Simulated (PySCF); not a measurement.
# Correlation energy of Br (bromine, neutral)

[Ar] 3d10 4s2 4p5, 2P determinant. Computed with PySCF 2.14 in x2c-TZVPPall with one added diffuse shell each of s, p, d type (7s6p5d1f, 57 functions), with the spin-free X2C one-electron Hamiltonian (Gaussian nucleus). Frozen: [Ne]; 25 electrons correlated.

```csv
level,correlation energy (mhartree)
CCSD,-324.18
(T),-8.69
CCSD(T),-332.87
```

Diagnostics: T1 = 0.0046, D1 = 0.0225, largest double amplitude 0.036.

Cost of the coupled-cluster step: of the order of 40 core-seconds, for 25 correlated electrons.

This basis was not built for core-valence correlation, so the inner-shell part is incomplete.
